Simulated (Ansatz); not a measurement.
`Cl[Si](Br)(Br)Br` + HBr → `Br[Si](Br)(Br)Br` + HCl  (ligand exchange at the Si–Cl bond)

Calculated with Ansatz (gas phase, PBE0-D4/def2-TZVP geometries, no zero-point term in ΔE). CCSD(T)/CBS is the MP2 limit (def2-TZVPP, def2-QZVPP) plus CCSD(T) − MP2 in def2-TZVPP, frozen cores. This one scheme is used for every species. Functionals use def2-TZVPP. For Br outer-core shells are correlated without core-valence functions, which leaves a few kJ/mol of doubt a bond. Scalar relativity is left out up to krypton.

| species | r2SCAN0 energy (Eh) |
| --- | --- |
| `Cl[Si](Br)(Br)Br` | -8472.28043 |
| HBr | -2574.74029 |
| `Br[Si](Br)(Br)Br` | -10586.23588 |
| HCl | -460.78275 |

(1) Work out ΔE.

Largest T1 diagnostic among the species: 0.007.

Answers

(1) ΔE = (-10586.23588) + (-460.78275) − (-8472.28043) − (-2574.74029) = 0.00209 Eh = +1.3 kcal/mol. CCSD(T)/CBS gives +0.7 kcal/mol.

At CCSD(T), def2-SVP lies +1.6 kcal/mol from the extrapolated value and def2-TZVPP +0.4 kcal/mol. Leaving LDA and LC-ωPBE aside and taking each functional with its dispersion term where it has one, the values, not all of them listed here, spread over 1.4 kcal/mol, from HSE06-D4 to B97M-V. In def2-TZVPP, CCSD(T) changes the Hartree–Fock value by −0.9 kcal/mol (the triples alone add −0.1 kcal/mol) and MP2 by −1.5 kcal/mol.
